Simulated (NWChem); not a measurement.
System: C₂HF₃OSi; SMILES FC1[Si](OC=1)(F)F

```xyz
8

F      1.0674     2.2535     0.0000
C      0.2187     1.2312     0.0000
C     -1.1419     1.1988     0.0000
O     -1.5700    -0.1420     0.0000
Si     0.0913    -0.6109     0.0000
F      0.5010    -1.4942    -1.2886
F      0.5010    -1.4942     1.2886
H     -1.9191     1.9795     0.0000
```
Atoms are numbered in this order, from 1.

Results from NWChem. All runs use the structure optimised with PBE-D3(BJ)/def2-SVP. Level: M06-2X/def2-SVP with SMD (1 M gas to 1 M solution), gas-phase geometry. Reactions with the solvent are ignored.

Among these, which solvent gives the lowest value of “solvation free energy (kcal/mol)”?
A. water
B. dimethyl sulfoxide
C. cyclohexane
D. chlorobenzene

D, chlorobenzene. Values: chlorobenzene -2.6; dimethyl sulfoxide -2.1; cyclohexane -1.3; water -0.9
